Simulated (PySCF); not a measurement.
C5H9N, SMILES C=CC1(N)CC1.

Geometry: PBE0-D3(BJ)/def2-SVP. The values are those of a single conformer.

Two levels are set side by side: PBE/def2-TZVP (PySCF) and B3LYP/def2-TZVP (PySCF). Same geometry, gas phase. Differences are taken from unrounded values.

| quantity | B3LYP |
|---|---|
| orbital gap (eV) | 6.47 |
| highest occupied level (eV) | -6.23 |
| lowest empty level (eV) | 0.24 |
| dipole moment (D) | 1.61 |
| mean polarisability (bohr³) | 68.5 |

Question: What does PBE give, and how far is it from B3LYP? (An estimate is asked for; the answer gives what the named calculation found.)

Answer: 
```csv
quantity,PBE,PBE minus B3LYP
orbital gap (eV),4.67,-1.80
highest occupied level (eV),-5.20,1.03
lowest empty level (eV),-0.53,-0.77
dipole moment (D),1.63,0.02
mean polarisability (bohr³),70.2,1.6
```

Without exact exchange PBE keeps part of each electron's self-repulsion, which lifts occupied levels and narrows the gap. Differences between two approximate levels are no errors against the true value.

Rough cost on one machine, each run with all the roots and properties that it gave: B3LYP against PBE within a factor of 2.
